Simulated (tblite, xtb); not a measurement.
C$_{5}$H$_{7}$FO$_{3}$, singlet, at a GFN2-xTB geometry. Base run: GFN1-xTB in xtb 6.7.1.

Geometry (Å):
```xyz
16

C      3.3058     0.1135    -0.0110
C      2.0624     0.0057    -0.4559
F      1.8000    -0.1954    -1.7562
C      0.8658     0.0958     0.4252
O      0.9302     0.2733     1.6161
O     -0.2694    -0.0414    -0.2558
C     -1.4546     0.0302     0.5006
O     -2.5001    -0.1582    -0.3864
C     -3.7599    -0.1026     0.2403
H      3.4750     0.2743     1.0375
H      4.1506     0.0441    -0.6725
H     -1.5125     1.0168     1.0002
H     -1.4366    -0.7494     1.2869
H     -3.8588    -0.8844     1.0024
H     -4.4936    -0.2615    -0.5458
H     -3.9265     0.8738     0.7102
```
All else is at xtb's defaults.
Base energy -33.55912 Eh.

Programs used: tblite, xtb; a row that names a program was run with it.

The base run was repeated with changes; each row names its change, and settings that it needs were set with it.

```csv
change,ΔE vs base (kJ/mol),HOMO-LUMO gap (eV),dipole (D),G_solv (kcal/mol),SCF cycles
base,0.00,3.83,1.79,-,11
program = tblite; method = gfn1; option = --spin-polarized,0.00,-,-,-,-
program = tblite; method = gfn1,0.00,-,-,-,-
etemp = 5000,-2.56,3.92,1.93,-,11
file = coord,0.00,3.83,1.79,-,11
alpb = water,[?],[?],1.91,[?],10
etemp = 1000,0.00,3.83,1.79,-,11
"program = tblite; method = gfn1; option = (--guess, eeq)",0.00,-,-,-,-
"program = tblite; method = gfn1; option = (--efield, 0,0,0.1)",-3.20,-,-,-,-
alpb = ch2cl2,[?],[?],1.91,[?],10
"program = tblite; method = gfn1; option = (--etemp, 2000)",0.00,-,-,-,-
alpb = ether,[?],[?],[?],[?],10
```

**Question.** Fill in the missing entries.

**Answer.** 
- alpb = water, ΔE vs base (kJ/mol): -28.7
- alpb = water, HOMO-LUMO gap (eV): 3.70
- alpb = water, G_solv (kcal/mol): -7.70
- alpb = ch2cl2, ΔE vs base (kJ/mol): -42.6
- alpb = ch2cl2, HOMO-LUMO gap (eV): 3.72
- alpb = ch2cl2, G_solv (kcal/mol): -10.82
- alpb = ether, ΔE vs base (kJ/mol): -38.9
- alpb = ether, HOMO-LUMO gap (eV): 3.71
- alpb = ether, dipole (D): 1.88
- alpb = ether, G_solv (kcal/mol): -9.74

ALPB and GBSA are two models with their own fitted parameters for each solvent, which aren't always the measured dielectric constant.
